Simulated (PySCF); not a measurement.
Worked example: chemical shift, span and skew from a shielding tensor

Ga(Cl)2(vinyl) (C2H3Cl2Ga), SMILES C=[CH][Ga]([Cl])[Cl]. Atoms are numbered in the order given.

```xyz
8

Ga     0.1331     0.0620     0.0000
Cl     0.6240     2.1455     0.0000
Cl    -1.9642    -0.3956     0.0000
C      1.4191    -1.3724     0.0000
C      1.0012    -2.6483     0.0000
H      2.4931    -1.1481     0.0000
H      1.7071    -3.4890     0.0000
H     -0.0644    -2.9089     0.0000
```

Geometry: r2SCAN-D4/def2-SVP. The structure was generated by enumeration; whether it is a known compound was not checked. The values are those of a single conformer.

GIAO shieldings from PBE0/pcSseg-1 in PySCF, non-relativistic, no solvent. The symmetric part of the tensor of C4 has the principal values -64.7, 31.2, 159.4 ppm. The same nucleus in TMS has σ = 186.3 ppm at this level (PySCF, at its B3LYP-D3(BJ)/def2-TZVP geometry). Without spin–orbit terms, shifts of atoms bonded to Cl or Br come out too high.

Q: Work out the isotropic shielding, the ¹³C shift against TMS, the span and the skew.

A: 
σ(iso) = (σ11 + σ22 + σ33)/3 = 42.0 ppm. δ = σ(ref) − σ(iso) = 186.3 − (42.0) = 144.3 ppm.
Span Ω = σ33 − σ11 = 224.1 ppm. Skew κ = 3(σ(iso) − σ22)/Ω = 0.14. Tumbling in solution averages the tensor to δ; in a static solid the shielding alone would spread this spin-1/2 line over Ω.
